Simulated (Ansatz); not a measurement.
Basis sets compared for diphenyliodonium cyclic bis(sulfonyl)imide, `O=S1(=O)[N-]S(=O)(=O)C(F)(F)C(F)(F)C1(F)F.c1ccc([I+]c2ccccc2)cc1`. The state is a singlet with charge 0. Geometry PBE-D4/def2-SVP. Ansatz on 2 threads of AMD EPYC 7R13 on a shared host and a share (18 GiB) of an NVIDIA H100 80GB HBM3; times are rough, and most runs start from earlier orbitals.

```xyz
39

O    -1.336    2.019    0.591
S    -0.887    1.380   -0.671
O    -0.387    2.231   -1.774
N     0.031    0.096   -0.247
S     0.592   -0.918   -1.398
O     1.271   -2.032   -0.692
O     1.245   -0.305   -2.577
C    -1.029   -1.628   -2.094
F    -0.749   -2.386   -3.175
F    -1.607   -2.415   -1.150
C    -2.044   -0.521   -2.513
F    -1.543    0.140   -3.580
F    -3.199   -1.144   -2.893
C    -2.412    0.520   -1.413
F    -3.221    1.453   -1.957
F    -3.089   -0.114   -0.421
C    -2.158   -1.989    1.906
C    -2.209   -0.684    2.417
C    -1.034   -0.033    2.818
C     0.159   -0.749    2.690
I     1.978    0.263    3.183
C     2.462    1.169    1.309
C     1.905    2.421    1.035
C     2.114    2.940   -0.251
C     2.843    2.211   -1.202
C     3.389    0.961   -0.880
C     3.200    0.410    0.396
C     0.259   -2.045    2.177
C    -0.936   -2.665    1.787
H    -3.083   -2.474    1.562
H    -3.162   -0.139    2.469
H    -1.062    1.007    3.165
H     1.281    2.959    1.761
H     1.651    3.899   -0.523
H     2.950    2.604   -2.222
H     3.920    0.374   -1.642
H     3.569   -0.597    0.632
H     1.223   -2.548    2.032
H    -0.893   -3.671    1.344
```

In the def2 sets I takes a core potential; there is no spin–orbit coupling. Single mean-field runs in def2-SVP, def2-TZVP are fitted with def2-universal-jkfit.

Binding counts from free atoms (O triplet, S triplet, N quartet, C triplet, F doublet, I doublet, H doublet) in the same basis, without a counterpoise term.

```tsv
level	functions	energy (Eh)	HOMO (eV)	LUMO (eV)	binding per atom (eV)	wall time
PBE-D4/def2-SVP	476	-2622.8561	-5.62	-3.43	4.87	12 s
PBE0-D4/def2-SVP	476	-2622.9278	-7.29	-2.65	4.66	12 s
```

(1) Estimate the rows for PBE-D4/def2-TZVP, PBE0-D4/def2-TZVP.

## Answers

(1) 
| level | functions | energy (Eh) | HOMO (eV) | LUMO (eV) | binding per atom (eV) | wall time |
| --- | --- | --- | --- | --- | --- | --- |
| PBE-D4/def2-TZVP | 990 | -2625.0112 | -6.02 | -3.53 | 4.85 | 12 s |
| PBE0-D4/def2-TZVP | 990 | -2625.0789 | -7.55 | -2.72 | 4.66 | 14 s |
